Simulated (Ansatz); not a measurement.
Start from `[SiH3][O][Mg][Cl]` and change one atom or group to get `C[S][Mg][O][SiH3]`.

Ansatz, PBE0-D4/def2-TZVP geometries, multiplicity 1. Each molecule was computed in one conformer, which needn't be the lowest.

| property | `[SiH3][O][Mg][Cl]` |
| --- | --- |
| HOMO–LUMO gap (PBE/def2-TZVPP) / eV | 4.43 |
| size of the dipole moment (PBE/def2-TZVPP) / D | 0.01 |
| HOMO–LUMO gap (ωB97M-V/def2-TZVPP) / eV | 10.26 |
| size of the dipole moment (ωB97M-V/def2-TZVPP) / D | 0.11 |
| HOMO energy (B3LYP/def2-TZVPP) / eV | -8.10 |
| LUMO energy (PBE0/def2-TZVPP) / eV | -1.70 |

**Question.** Give the same properties after the change, and the shifts. (Best estimate.)

**Answer.** Ansatz gave: 
```
                                          property  `C[S][Mg][O][SiH3]`  shift
               HOMO–LUMO gap (PBE/def2-TZVPP) / eV                 3.42  -1.01
    size of the dipole moment (PBE/def2-TZVPP) / D                 1.75   1.74
           HOMO–LUMO gap (ωB97M-V/def2-TZVPP) / eV                 8.78  -1.48
size of the dipole moment (ωB97M-V/def2-TZVPP) / D                 1.54   1.43
               HOMO energy (B3LYP/def2-TZVPP) / eV                -6.50   1.60
                LUMO energy (PBE0/def2-TZVPP) / eV                -1.43   0.27
```

With PBE0 the HOMO rises by 1.57 eV and the LUMO rises by 0.27 eV, so the gap narrows by about 1.30 eV. PBE moves the HOMO by 1.30 eV and ωB97M-V by 1.72 eV. Dipoles are sizes alone; their direction can turn.

B3LYP here is the variant with VWN-RPA as its local correlation; programs differ in this.
